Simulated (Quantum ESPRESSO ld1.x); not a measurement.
Q: Zn2+, configuration [Ar] 3d10 (the NIST ground configuration). Method: scalar-relativistic Kohn-Sham, LDA (Slater exchange, Perdew-Zunger correlation), spin-polarised, spherical densities, point nucleus; computed with ld1.x of Quantum ESPRESSO 7.5. Some entries of the table are withheld. Estimate them.

orbital,occ.,eigenvalue (eV),<1/r> (bohr^-1)
1s,2,(1),30.18
2s,2,-1176.78,6.574
2p,6,-1024.11,6.458
3s,2,-149.600,2.086
3p,6,-104.257,1.933
3d,10,-31.2222,1.532
4s,0,-23.2429,(2)
4p,0,-15.6975,0.4847

A: 
(1) 1s eigenvalue (eV): -9528.35
(2) 4s <1/r> (bohr^-1): 0.5944
